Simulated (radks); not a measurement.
Values are calculated unless marked as measured or tabulated.
Task: The samarium ion Sm+, 61 electrons, occupied as [Xe] 4f5 6s2 (not the ground configuration). Code: a radial shooting solver on a logarithmic mesh with Libxc functionals. Model: scalar-relativistic Kohn-Sham, r2SCAN, spin-polarised, spherical densities, finite nucleus; open shells are filled with parallel spins first (spin-orbit coupling, left out, can overturn this in heavy ions); meta-GGA in the generalised Kohn-Sham scheme; Fermi nuclear charge, rms radius 5.0819 fm. Some entries of the table are withheld. Estimate them.

orbital  occ.  eigenvalue (eV)  <r> (bohr)  r(max) (bohr)
1s up       1        -46759.62     0.02275        0.01449
1s down     1        -46759.61     0.02275        0.01449
2s down     1        -7674.409     0.09698        0.08211
2s up       1        -7674.390     0.09698        0.08211
2p down     3        -6844.114     0.08548        0.06636
2p up       3        -6844.109     0.08548        0.06636
3s up       1        -1702.600      0.2546         0.2334
3s down     1        -1700.456      0.2544         0.2333
3p up       3        -1441.647      0.2531         0.2289
3p down     3        -1439.498      0.2529         0.2288
3d up       5        -1088.182      0.2311         0.1880
3d down     5        -1086.500      0.2308         0.1879
4s up       1        -356.5746      0.5789         0.5394
4s down     1        -351.0970      0.5787         0.5391
4p up       3        -270.2547      0.6123         0.5627
4p down     3        -264.7200      0.6121         0.5622
4d up       5        -148.6481      0.6681         0.5869
4d down     5        -143.0403      0.6688         0.5863
5s up       1         -57.7772       1.376            (1)
5s down     1         -55.0693       1.403            (2)
5p up       3         -36.0454       1.585            (3)
5p down     3         -34.1141       1.623            (4)
4f up       5         -18.2539      0.9003            (5)
4f down     0         -13.1915      0.9513            (6)
6s up       1         -10.1442       3.645          3.257
6s down     1          -9.7749       3.755          3.350

Result: 
(1) 5s up r(max) (bohr): 1.244
(2) 5s down r(max) (bohr): 1.260
(3) 5p up r(max) (bohr): 1.397
(4) 5p down r(max) (bohr): 1.420
(5) 4f up r(max) (bohr): 0.6048
(6) 4f down r(max) (bohr): 0.6075
